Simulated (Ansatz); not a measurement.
Relaxation of C$_{2}$H$_{5}$NSi (9 atoms, charge 0, multiplicity 1), to a largest force component of 0.02 eV/Å in at most 50 steps.

Method: UKS PBE-D4/def2-SVP (Ansatz 0.2.0).

```xyz
9
Properties=species:S:1:pos:R:3
N 2.768 -0.433 -0.156
C 1.644 0.043 -0.269
C 0.270 0.611 -0.419
Si -0.913 -0.441 0.390
H 1.433 0.977 0.252
H 0.281 1.626 0.038
H -2.297 0.175 0.225
H -0.997 -1.782 -0.235
H -0.737 -0.573 1.894
```

Q: Where does it end, and by what steps?

A: The forces met the threshold. The force dipped under the threshold on the way, but the program's further checks kept it going. After 15 steps the energy has fallen by 4.449 eV; H5 moved furthest, 1.05 Å. Parted: C2–H5 (1.09 → 2.11 Å). Joined: C3–H5 (1.39 → 1.11 Å).

```csv
step,energy less start (eV),largest force component (eV/Å),accepted
0,0.0000,2.983,yes
1,-0.9416,2.242,yes
2,-1.6138,2.059,yes
3,-2.4923,2.748,yes
4,-3.4581,2.224,yes
5,-4.0916,0.934,yes
6,-4.1734,0.978,yes
7,-4.3385,0.790,yes
8,-4.3812,0.332,yes
9,-4.4103,0.093,yes
10,-4.4203,0.299,yes
11,-4.4323,0.182,yes
12,-4.4457,0.016,yes
13,-4.4477,0.139,yes
14,-4.4484,0.027,yes
15,-4.4486,0.002,yes
```

```xyz
9
Properties=species:S:1:pos:R:3
N 2.790 -0.625 -0.346
C 1.807 -0.005 -0.192
C 0.562 0.716 0.011
Si -0.892 -0.444 0.496
H 0.692 1.477 0.810
H 0.287 1.263 -0.916
H -2.117 0.409 0.673
H -1.116 -1.445 -0.598
H -0.562 -1.144 1.782
```

The run took 12 s on 2 threads of AMD EPYC 9R45 96-Core Processor (Zen 5), with other jobs on the host, peak memory 0.17 GiB.
